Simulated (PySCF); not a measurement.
# Electronic absorption of C5H14N2Si

Compound: C5H14N2Si.
SMILES: `NC[C@@H]1CCN([SiH3])C1`

The calculation used PySCF, TDDFT wB97X-D/def2-SVPD, vertical, gas phase, core orbitals frozen in the response. The structure is a single PBE0-D3(BJ)/def2-SVP conformer in the gas phase; no vibrational or solvent corrections.

Q: List the vertical singlet excitations with oscillator strengths and describe the spectrum.

A: 

```json
{"state": "S1", "E (eV)": "5.82", "ν̃ (cm⁻¹)": "46970", "f": "0.011", "main configurations (H = HOMO, L = LUMO)": "H→L (80%), H→L+1 (11%)"}
{"state": "S2", "E (eV)": "6.63", "ν̃ (cm⁻¹)": "53510", "f": "0.012", "main configurations (H = HOMO, L = LUMO)": "H-1→L+2 (46%), H-1→L (17%), H→L+5 (16%)"}
{"state": "S3", "E (eV)": "6.65", "ν̃ (cm⁻¹)": "53630", "f": "0.0039", "main configurations (H = HOMO, L = LUMO)": "H→L+5 (66%), H-1→L+2 (14%)"}
{"state": "S4", "E (eV)": "6.81", "ν̃ (cm⁻¹)": "54890", "f": "0.036", "main configurations (H = HOMO, L = LUMO)": "H→L+1 (70%), H→L (12%)"}
{"state": "S5", "E (eV)": "7.01", "ν̃ (cm⁻¹)": "56560", "f": "0.057", "main configurations (H = HOMO, L = LUMO)": "H→L+4 (50%), H→L+6 (16%), H→L+3 (16%)"}
{"state": "S6", "E (eV)": "7.26", "ν̃ (cm⁻¹)": "58570", "f": "0.016", "main configurations (H = HOMO, L = LUMO)": "H→L+4 (40%), H→L+3 (20%), H→L+6 (16%)"}
{"state": "S7", "E (eV)": "7.34", "ν̃ (cm⁻¹)": "59190", "f": "0.0022", "main configurations (H = HOMO, L = LUMO)": "H→L+2 (34%), H→L+3 (29%), H→L+6 (12%)"}
{"state": "S8", "E (eV)": "7.58", "ν̃ (cm⁻¹)": "61140", "f": "0.015", "main configurations (H = HOMO, L = LUMO)": "H→L+6 (37%), H→L+2 (17%), H→L+7 (15%)"}
{"state": "S9", "E (eV)": "7.74", "ν̃ (cm⁻¹)": "62440", "f": "0.017", "main configurations (H = HOMO, L = LUMO)": "H-1→L+3 (40%), H-1→L+7 (25%)"}
{"state": "S10", "E (eV)": "7.91", "ν̃ (cm⁻¹)": "63820", "f": "0.021", "main configurations (H = HOMO, L = LUMO)": "H-1→L (42%), H-1→L+8 (16%), H-1→L+3 (14%)"}
```

Triplets (Tamm–Dancoff): T1 5.69 eV, H→L (67%), H→L+1 (21%); T2 6.44 eV, H-1→L+2 (55%), H-1→L (17%); T3 6.50 eV, H→L+1 (28%), H→L+5 (18%), H→L+6 (13%); T4 6.57 eV, H→L+5 (64%), H→L+1 (11%).

The lowest singlet comes at 213 nm (562 kJ/mol) in the ultraviolet; it is weak; its leading configuration is HOMO→LUMO (80%). The most intense listed level is S5 at 7.01 eV (177 nm, f = 0.057), 1.19 eV above S1. Löwdin shares by element: HOMO nitrogen 52% or more, carbon 16% or more, silicon 8% (atoms not listed hold the other 24%); LUMO silicon 31%, carbon 13% or more, hydrogen 6% or more (atoms not listed hold the other 50%). The listed states span 2.09 eV, and the widest gap between neighbours is 0.81 eV (S1 to S2). Weighted by f, the mean energy of these states is 7.11 eV. Of the 10 states listed, 8 reach f = 0.01 and none stays under 0.0005. All these states lie below the vertical ionisation energy of 8.16 eV (ΔSCF). Singlets were solved by full linear response, triplets in the Tamm–Dancoff approximation.

On one thread, Arm Neoverse N1 (aarch64), no GPU, shared host with 64 logical CPUs at a one-minute load of 60, this took 9.0 min of wall time and 1.3 GiB of memory at its peak.

Without π bonds the low states are Rydberg-like; a valence basis with one diffuse set may place them up to an eV too high.
